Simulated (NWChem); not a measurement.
# CHO2 cation; SMILES O=C=[OH+]

Q: Give the equilibrium geometry at PBE-D3(BJ)/def2-SVP (NWChem) as a Z-matrix, with the point group.

A: point group Cs; any orientation.
```
C
O 1 1.1394
O 1 1.2253 2 173.63
H 3 1.0002 1 121.73 2 180.00
```
